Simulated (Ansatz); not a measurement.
Ansatz (a quantum-chemistry and plane-wave program) input (B3LYP-D3(BJ)/def2-TZVP):

Ansatz 0.2 input:
```yaml
crystal:
  periodic: [false, false, false]
  atoms:
    - {symbol: C, position_ang: [1.98880038, -0.19737191, -0.07728869]}
    - {symbol: C, position_ang: [1.62891975, 0.90941591, -0.76819268]}
    - {symbol: C, position_ang: [0.21123596, 0.97434523, -0.64638304]}
    - {symbol: C, position_ang: [-0.20792864, -0.09140825, 0.10492018]}
    - {symbol: N, position_ang: [0.91031570, -0.81061650, 0.44941708]}
    - {symbol: C, position_ang: [-1.56708681, -0.50843105, 0.54030771]}
    - {symbol: H, position_ang: [2.25875609, 1.59554504, -1.29452779]}
    - {symbol: H, position_ang: [-0.40562873, 1.73829527, -1.07826896]}
    - {symbol: H, position_ang: [0.91635108, -1.64973942, 1.00398273]}
    - {symbol: H, position_ang: [-1.80248868, -1.51144940, 0.18193083]}
    - {symbol: H, position_ang: [-2.30355859, 0.18336224, 0.14077017]}
    - {symbol: H, position_ang: [-1.64682072, -0.50936770, 1.62838674]}
basis:
  gaussian:
    orbitals: def2-TZVP
hamiltonian:
  xc: b3lyp
  dispersion: d3bj
magnetization: {spin_polarized: true, initial_magnetization: 1}
relax: {f_tol: 0.002, max_steps: 150}
```

Output:

```
Functional definition: B3LYP
integrals: 0.14 GiB planned
1319 factors; their error is unknown
mean field: 1.75 GiB planned
mean field evaluation 1: about -6759.7004 eV, gradient 5.3e1 eV
mean field evaluation 2: about -6748.9700 eV, gradient 7.0e1 eV
mean field evaluation 4: about -6772.3780 eV, gradient 5.7e0 eV
mean field evaluation 8: about -6772.5256 eV, gradient 2.2e-1 eV
mean field evaluation 16: about -6772.5179 eV, gradient 1.7e-3 eV
mean field evaluation 32: about -6772.4726 eV, gradient 2.8e0 eV
mean field -6772.51790504 eV, -248.8854424328 hartree, gradient 2.7e-5 eV, S^2 0.758135; 2 other end points of the search recorded, 0 dependent functions left out
the calculation of the forces begins
reference -6772.51818418 eV, -248.8854526909 hartree; 22, 21 occupied and 200, 201 virtual orbitals, 1319 factors
relax step   1: F+E_penalty+E_count = -6772.97816383 eV  Δ(F+E_penalty+E_count) = +0.000e0 eV  max|allowed force component| = 6.553e-1 eV/Å  Δτ_max = 0.0000 Å  (66 SCF iters, accepted)
these checks for a lower state are left out or cut short: starts, cluster_reference, orbital_swaps, neighbouring_geometries, increment
integrals: 0.14 GiB planned
1319 factors; their error is unknown
mean field: 1.75 GiB planned
mean field -6772.53411377 eV, -248.8860380924 hartree, gradient 1.8e-5 eV, S^2 0.758297; 0 other end points of the search recorded, 0 dependent functions left out
the calculation of the forces begins
reference -6772.53439365 eV, -248.8860483780 hartree; 22, 21 occupied and 200, 201 virtual orbitals, 1319 factors
relax step   2: F+E_penalty+E_count = -6772.99403602 eV  Δ(F+E_penalty+E_count) = -1.587e-2 eV  max|allowed force component| = 2.849e-1 eV/Å  Δτ_max = 0.0204 Å  (46 SCF iters, accepted)
these checks for a lower state are left out or cut short: starts, cluster_reference, orbital_swaps, neighbouring_geometries, increment
integrals: 0.14 GiB planned
1319 factors; their error is unknown
mean field: 1.75 GiB planned
mean field -6772.53637894 eV, -248.8861213360 hartree, gradient 1.8e-5 eV, S^2 0.758371; 0 other end points of the search recorded, 0 dependent functions left out
the calculation of the forces begins
reference -6772.53665916 eV, -248.8861316339 hartree; 22, 21 occupied and 200, 201 virtual orbitals, 1319 factors
relax step   3: F+E_penalty+E_count = -6772.99630588 eV  Δ(F+E_penalty+E_count) = -2.270e-3 eV  max|allowed force component| = 3.259e-2 eV/Å  Δτ_max = 0.0095 Å  (47 SCF iters, accepted)
these checks for a lower state are left out or cut short: starts, cluster_reference, orbital_swaps, neighbouring_geometries, increment
integrals: 0.14 GiB planned
1319 factors; their error is unknown
mean field: 1.74 GiB planned
mean field -6772.53647101 eV, -248.8861247195 hartree, gradient 1.7e-5 eV, S^2 0.758361; 0 other end points of the search recorded, 0 dependent functions left out
the calculation of the forces begins
reference -6772.53675127 eV, -248.8861350188 hartree; 22, 21 occupied and 200, 201 virtual orbitals, 1319 factors
relax step   4: F+E_penalty+E_count = -6772.99639007 eV  Δ(F+E_penalty+E_count) = -8.419e-5 eV  max|allowed force component| = 1.493e-2 eV/Å  Δτ_max = 0.0035 Å  (47 SCF iters, accepted)
these checks for a lower state are left out or cut short: starts, cluster_reference, orbital_swaps, neighbouring_geometries, increment
integrals: 0.14 GiB planned
1319 factors; their error is unknown
mean field: 1.75 GiB planned
mean field -6772.53651448 eV, -248.8861263171 hartree, gradient 2.3e-5 eV, S^2 0.758354; 0 other end points of the search recorded, 0 dependent functions left out
the calculation of the forces begins
reference -6772.53679475 eV, -248.8861366168 hartree; 22, 21 occupied and 200, 201 virtual orbitals, 1319 factors
relax step   5: F+E_penalty+E_count = -6772.99642618 eV  Δ(F+E_penalty+E_count) = -3.611e-5 eV  max|allowed force component| = 4.458e-3 eV/Å  Δτ_max = 0.0053 Å  (48 SCF iters, accepted)
these checks for a lower state are left out or cut short: starts, cluster_reference, orbital_swaps, neighbouring_geometries, increment
integrals: 0.14 GiB planned
1319 factors; their error is unknown
mean field: 1.74 GiB planned
mean field evaluation 64: about -6772.5365 eV, gradient 4.1e-4 eV
mean field -6772.53652537 eV, -248.8861267171 hartree, gradient 2.1e-5 eV, S^2 0.758356; 0 other end points of the search recorded, 0 dependent functions left out
the calculation of the forces begins
reference -6772.53680564 eV, -248.8861370170 hartree; 22, 21 occupied and 200, 201 virtual orbitals, 1319 factors
relax step   6: F+E_penalty+E_count = -6772.99643292 eV  Δ(F+E_penalty+E_count) = -6.737e-6 eV  max|allowed force component| = 1.760e-3 eV/Å  Δτ_max = 0.0035 Å  (47 SCF iters, accepted)
these checks for a lower state are left out or cut short: starts, cluster_reference, orbital_swaps, neighbouring_geometries, increment
integrals: 0.14 GiB planned
1319 factors; their error is unknown
mean field: 1.74 GiB planned
mean field -6772.53653114 eV, -248.8861269291 hartree, gradient 2.3e-5 eV, S^2 0.758357; 0 other end points of the search recorded, 0 dependent functions left out
the calculation of the forces begins
reference -6772.53681141 eV, -248.8861372291 hartree; 22, 21 occupied and 200, 201 virtual orbitals, 1319 factors
relax step   7: F+E_penalty+E_count = -6772.99643659 eV  Δ(F+E_penalty+E_count) = -3.675e-6 eV  max|allowed force component| = 3.066e-3 eV/Å  Δτ_max = 0.0050 Å  (46 SCF iters, accepted)
these checks for a lower state are left out or cut short: starts, cluster_reference, orbital_swaps, neighbouring_geometries, increment
integrals: 0.14 GiB planned
1319 factors; their error is unknown
mean field: 1.74 GiB planned
mean field -6772.53653047 eV, -248.8861269047 hartree, gradient 2.4e-5 eV, S^2 0.758357; 0 other end points of the search recorded, 0 dependent functions left out
the calculation of the forces begins
reference -6772.53681075 eV, -248.8861372046 hartree; 22, 21 occupied and 200, 201 virtual orbitals, 1319 factors
relax step   8: F+E_penalty+E_count = -6772.99643738 eV  Δ(F+E_penalty+E_count) = -7.827e-7 eV  max|allowed force component| = 2.552e-3 eV/Å  Δτ_max = 0.0018 Å  (45 SCF iters, accepted)
these checks for a lower state are left out or cut short: starts, cluster_reference, orbital_swaps, neighbouring_geometries, increment
integrals: 0.14 GiB planned
1319 factors; their error is unknown
mean field: 1.75 GiB planned
mean field -6772.53652854 eV, -248.8861268338 hartree, gradient 2.3e-5 eV, S^2 0.758357; 0 other end points of the search recorded, 0 dependent functions left out
the calculation of the forces begins
reference -6772.53680881 eV, -248.8861371335 hartree; 22, 21 occupied and 200, 201 virtual orbitals, 1319 factors
relax step   9: F+E_penalty+E_count = -6772.99643765 eV  Δ(F+E_penalty+E_count) = -2.756e-7 eV  max|allowed force component| = 1.053e-3 eV/Å  Δτ_max = 0.0011 Å  (46 SCF iters, accepted)
integrals: 0.14 GiB planned
1319 factors; their error is unknown
mean field: 1.75 GiB planned
mean field evaluation 96: about -6760.0058 eV, gradient 5.2e1 eV
mean field -6772.53652854 eV, -248.8861268338 hartree, gradient 1.6e-5 eV, S^2 0.758357; 3 other end points of the search recorded, 0 dependent functions left out
the calculation of the forces begins
reference -6772.53680881 eV, -248.8861371335 hartree; 22, 21 occupied and 200, 201 virtual orbitals, 1319 factors
Total energy: -6772.99671792 eV, -248.9030384816 hartree
Atom 0 at     2.005073    -0.193418    -0.078226 Å, force    -0.000426     0.000595    -0.000036 eV/Å
Atom 1 at     1.643743     0.916424    -0.776139 Å, force     0.000258    -0.000579    -0.000495 eV/Å
Atom 2 at     0.213806     0.972335    -0.650053 Å, force    -0.000200     0.000010     0.000227 eV/Å
Atom 3 at    -0.211289    -0.091757     0.107204 Å, force    -0.000279     0.000607    -0.000027 eV/Å
Atom 4 at     0.922040    -0.811837     0.457313 Å, force     0.001053    -0.000306    -0.000063 eV/Å
Atom 5 at    -1.571880    -0.510292     0.541556 Å, force    -0.000066    -0.000166     0.000106 eV/Å
Atom 6 at     2.281750     1.601346    -1.305463 Å, force     0.000055     0.000211     0.000208 eV/Å
Atom 7 at    -0.425836     1.727043    -1.079599 Å, force     0.000059    -0.000160     0.000010 eV/Å
Atom 8 at     0.936052    -1.648003     1.012922 Å, force    -0.000519    -0.000278     0.000165 eV/Å
Atom 9 at    -1.835693    -1.504000     0.167487 Å, force     0.000065     0.000084     0.000021 eV/Å
Atom 10 at    -2.308662     0.193998     0.156846 Å, force    -0.000002    -0.000025    -0.000017 eV/Å
Atom 11 at    -1.668239    -0.529261     1.631206 Å, force     0.000003     0.000007    -0.000099 eV/Å
Dipole moment:    -0.254418    -0.270380     0.209179 e Å
```

It need not be the lowest isomer of its formula.
